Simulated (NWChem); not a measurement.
The numbers come from NWChem runs, not from measurements. System: Te, charge 2, spin multiplicity 3. Its SCF solution wasn't tested for a lower state. Level: UHF/def2-TZVP with def2 effective core potentials on Te.

Part of the output:

```
             Northwest Computational Chemistry Package (NWChem) 7.3.0
             --------------------------------------------------------

                                NWChem Input Module
                                -------------------

 Scaling coordinates for geometry "geometry" by  1.889725989
 (inverse scale =  0.529177249)

                             Geometry "geometry" -> ""
                             -------------------------

 Output coordinates in angstroms (scale by  1.889725989 to convert to a.u.)

  No.       Tag          Charge          X              Y              Z
 ---- ---------------- ---------- -------------- -------------- --------------
    1 Te                  52.0000     0.00000000     0.00000000     0.00000000

 Effective nuclear repulsion energy (a.u.)       0.0000000000

            Nuclear Dipole moment (a.u.)
            ----------------------------
        X                 Y               Z
 ---------------- ---------------- ----------------
     0.0000000000     0.0000000000     0.0000000000

      Symmetry information
      --------------------

 Group name             D2h
 Group number             26
 Group order               8
 No. of unique centers     1

      Symmetry unique atoms

     1


 Summary of "ao basis" -> "" (spherical)
 ------------------------------------------------------------------------------
       Tag                 Description            Shells   Functions and Types
 ---------------- ------------------------------  ------  ---------------------
 *                         def2-tzvp                  on all atoms

 Summary of "ao basis" -> "ao basis" (spherical)
 ------------------------------------------------------------------------------
       Tag                 Description            Shells   Functions and Types
 ---------------- ------------------------------  ------  ---------------------
 Te                        def2-tzvp                16       50   6s5p3d2f

                                 NWChem SCF Module
                                 -----------------

  ao basis        = "ao basis"
  functions       =    50
  atoms           =     1
  alpha electrons =    12
  beta  electrons =    10
  charge          =   2.00
  wavefunction    = UHF
  use symmetry    = T
  symmetry adapt  = T

 Summary of "ao basis" -> "ao basis" (spherical)
 ------------------------------------------------------------------------------
       Tag                 Description            Shells   Functions and Types
[...]
    24      0.800486  1 Te d  0              26     -0.462161  1 Te d  2

 Vector   10  Occ=1.000000D+00  E=-1.269290D+00  Symmetry=ag
              MO Center=  3.6D-19,  7.6D-19, -9.3D-18, r^2= 1.3D+00
   Bfn.  Coefficient  Atom+Function         Bfn.  Coefficient  Atom+Function
  ----- ------------  ---------------      ----- ------------  ---------------
     5      0.987202  1 Te s                  2      0.693005  1 Te s
     3     -0.564231  1 Te s                  4     -0.463083  1 Te s
     1     -0.413239  1 Te s                  6      0.324721  1 Te s

 Vector   11  Occ=0.000000D+00  E=-6.233369D-01  Symmetry=b2u
              MO Center= -3.2D-19, -5.1D-17, -1.3D-19, r^2= 2.1D+00
   Bfn.  Coefficient  Atom+Function         Bfn.  Coefficient  Atom+Function
  ----- ------------  ---------------      ----- ------------  ---------------
    17      0.639834  1 Te py                11     -0.456406  1 Te py
    14      0.371983  1 Te py                20      0.163188  1 Te py

 Vector   12  Occ=0.000000D+00  E=-5.664779D-01  Symmetry=b1u
              MO Center=  1.5D-15, -4.0D-19,  1.4D-15, r^2= 2.2D+00
   Bfn.  Coefficient  Atom+Function         Bfn.  Coefficient  Atom+Function
  ----- ------------  ---------------      ----- ------------  ---------------
    18      0.609785  1 Te pz                12     -0.443158  1 Te pz
    15      0.359073  1 Te pz                21      0.212039  1 Te pz

 Vector   13  Occ=0.000000D+00  E=-5.664779D-01  Symmetry=b3u
              MO Center= -1.1D-18, -1.6D-20,  6.7D-20, r^2= 2.2D+00
   Bfn.  Coefficient  Atom+Function         Bfn.  Coefficient  Atom+Function
  ----- ------------  ---------------      ----- ------------  ---------------
    16      0.609785  1 Te px                10     -0.443158  1 Te px
    13      0.359073  1 Te px                19      0.212039  1 Te px

 center of mass
 --------------
 x =   0.00000000 y =   0.00000000 z =   0.00000000

 moments of inertia (a.u.)
 ------------------
           0.000000000000           0.000000000000           0.000000000000
           0.000000000000           0.000000000000           0.000000000000
           0.000000000000           0.000000000000           0.000000000000

  Mulliken analysis of the total density
  --------------------------------------

    Atom       Charge   Shell Charges
 -----------   ------   -------------------------------------------------------
    1 Te  24    22.00   0.29 -0.86  1.59  0.99  1.45  0.54 -0.50  6.44  0.78  1.21  0.06  9.12  0.87  0.01  0.00  0.00

  Mulliken analysis of the alpha density
  --------------------------------------

    Atom       Charge   Shell Charges
 -----------   ------   -------------------------------------------------------
    1 Te  24    12.00   0.15 -0.43  0.79  0.49  0.73  0.27 -0.26  3.24  0.74  1.21  0.06  4.54  0.45  0.01  0.00  0.00

   Mulliken analysis of the beta density
   -------------------------------------

    Atom       Charge   Shell Charges
 -----------   ------   -------------------------------------------------------
    1 Te  24    10.00   0.15 -0.43  0.79  0.50  0.72  0.27 -0.24  3.20  0.04 -0.00  0.00  4.58  0.42  0.00  0.00  0.00

   Mulliken analysis of the spin density
   -------------------------------------

    Atom       Charge   Shell Charges
 -----------   ------   -------------------------------------------------------
    1 Te  24     2.00  -0.00  0.00 -0.00 -0.01  0.01 -0.00 -0.02  0.04  0.70  1.21  0.06 -0.04  0.04  0.01  0.00 -0.00

       Multipole analysis of the density wrt the origin
       ------------------------------------------------

     L   x y z        total         alpha         beta         nuclear
     -   - - -        -----         -----         ----         -------
     0   0 0 0      2.000000    -12.000000    -10.000000     24.000000

     1   1 0 0      0.000000      0.000000      0.000000      0.000000
     1   0 1 0      0.000000      0.000000      0.000000      0.000000
     1   0 0 1      0.000000      0.000000      0.000000      0.000000

     2   2 0 0    -13.658275     -9.422517     -4.235758      0.000000
     2   1 1 0      0.000000      0.000000      0.000000      0.000000
     2   1 0 1      0.000000     -0.000000      0.000000      0.000000
     2   0 2 0    -11.123972     -6.688546     -4.435426      0.000000
     2   0 1 1      0.000000      0.000000      0.000000      0.000000
     2   0 0 2    -13.658275     -9.422517     -4.235758      0.000000

 Task  times  cpu:        0.8s     wall:        0.8s

 Total times  cpu:        0.8s     wall:        0.8s
```

**Question.** Write an NWChem input that would produce this output.

**Answer.** This is not unique; one that fits is 
```
start mol
memory heap 200 mb stack 900 mb global 1100 mb
charge 2
geometry units angstroms nocenter noautoz
  Te     0.000000     0.000000     0.000000
  symmetry group D2h
end
basis spherical
  * library def2-tzvp
end
ecp
  Te library def2-ecp
end
scf
  uhf
  nopen 2
  maxiter 100
  thresh 1e-7
  semidirect memsize 60000000 filesize 0
  # guess.movecs holds the orbitals of an unrestricted PBE0 run
  vectors input guess.movecs output mol.movecs
end
task scf energy
```
